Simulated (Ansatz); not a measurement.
Spectroscopic constants of NiF, multiplicity 2 (the spin of the measured ground state). No spin–orbit coupling. Ni is treated without relativity.

D_e counts from the fitted minimum to each atom's lowest state at the same level, without counterpoise.

Run with Ansatz (a quantum-chemistry and plane-wave program) with Gaussian orbitals. Each number belongs to the level named beside it.

Question: One of these levels gives 128.36 kcal/mol for the bond energy D_e. Name it.
A) BHLYP/def2-TZVPP
B) r2SCAN/def2-TZVPP
C) SVWN5/def2-TZVPP

Answer: C, SVWN5/def2-TZVPP. The others give 103.20 (r2SCAN/def2-TZVPP), 83.14 (BHLYP/def2-TZVPP)

Doubts at one or more of the structures used: a spin-contaminated determinant (r2SCAN/def2-TZVPP).
